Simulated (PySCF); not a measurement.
PBE on Tl⁻ (thallium, charge -1), [Xe] 4f14 5d10 6s2 6p2, high-spin 3P determinant. All numbers are calculated (PySCF 2.14, scalar relativity by spin-free X2C-1e, in x2c-TZVPPall with one added diffuse shell each of s, p, d, f type (12s8p7d4f, 99 functions)).

```
cycle= 1 E= -20249.5089418574  delta_E= -0.0339  |g|= 0.141  |ddm|= 0.577
cycle= 2 E= -20249.5081506534  delta_E= 0.000791  |g|= 0.137  |ddm|= 0.178
cycle= 3 E= -20249.5104884809  delta_E= -0.00234  |g|= 0.0231  |ddm|= 0.128
cycle= 4 E= -20249.5106742806  delta_E= -0.000186  |g|= 0.0063  |ddm|= 0.0758
cycle= 5 E= -20249.5107320181  delta_E= -5.77e-05  |g|= 0.000443  |ddm|= 0.0317
cycle= 6 E= -20249.5107324521  delta_E= -4.34e-07  |g|= 3.97e-05  |ddm|= 0.00271
cycle= 7 E= -20249.5107324566  delta_E= -4.47e-09  |g|= 1.68e-06  |ddm|= 0.000318
cycle= 8 E= -20249.5107324566  delta_E= -7.28e-12  |g|= 1.42e-07  |ddm|= 9.79e-06
converged SCF energy = -20249.5107324566  <S^2> = 2.001123  2S+1 = 3.0007486
```

Highest occupied orbital energy: 1.249 eV; ⟨L²⟩ = 2.00; populations by l: s 12.00, p 26.00, d 30.00, f 14.00.

Q: Can this result be used?

A: With care. The run converged. Spin-orbit coupling is strong in this species (close to jj coupling), so the high-spin LS determinant is a model state, not a physical level. At PBE the highest occupied level has a positive energy, so only the finite basis holds that electron; in a semilocal or global hybrid functional this comes from self-interaction and does not mean that the real anion is unbound.
